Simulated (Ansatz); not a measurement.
Species: H$_{4}$GaN, SMILES `[NH2][GaH2]` (H–N–Ga–H torsion 180°) (charge 0, multiplicity 1).

**Question.** Give a relaxed geometry from Ansatz (a program for electronic structure) with CAM-B3LYP-D3(BJ)/def2-TZVP.

**Answer.** This is not unique; one that fits is the end point of this relaxation, one of several conformers (outside a Z-matrix the atoms follow the SMILES, hydrogens last).
Z-matrix (Å, degrees):
```
Ga
N 1 1.8114
H 2 1.0055 1 124.03
H 2 1.0055 3 111.95 1 -179.98
H 1 1.5547 2 116.84 3 179.99
H 1 1.5547 5 126.32 2 180.00
```
